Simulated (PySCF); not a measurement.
Computed IR spectrum (relative IR intensity) of a molecule C2H9GeN. Geometry: TPSSh-D3(BJ)/def2-SVP. Other conformers were not sampled. These are TPSSh-D3(BJ)/def2-SVP (PySCF) values and carry that method's errors. Frequencies are harmonic and unscaled.

Lines under 2 % of the strongest are left out, and lines within 2 cm⁻¹ are merged.

```csv
ν (cm⁻¹),relative intensity
322,2.2
576,11
612,29
627,19
844,75
877,84
896,23
998,22
1084,2.2
1163,2.0
1234,43
1285,9.2
1463,4.0
1470,3.1
1480,9.4
1500,7.8
2082,100
2158,49
2167,73
2934,35
2940,82
3020,56
3025,4.8
3099,25
```

Task: Which molecule gave these data?
A. C[NH][GeH2][CH3]
B. C[N](C)[GeH3]
C. C[C@@H](N)[GeH3]
D. C[CH2][GeH2][NH2]

Result: B, C[N](C)[GeH3]
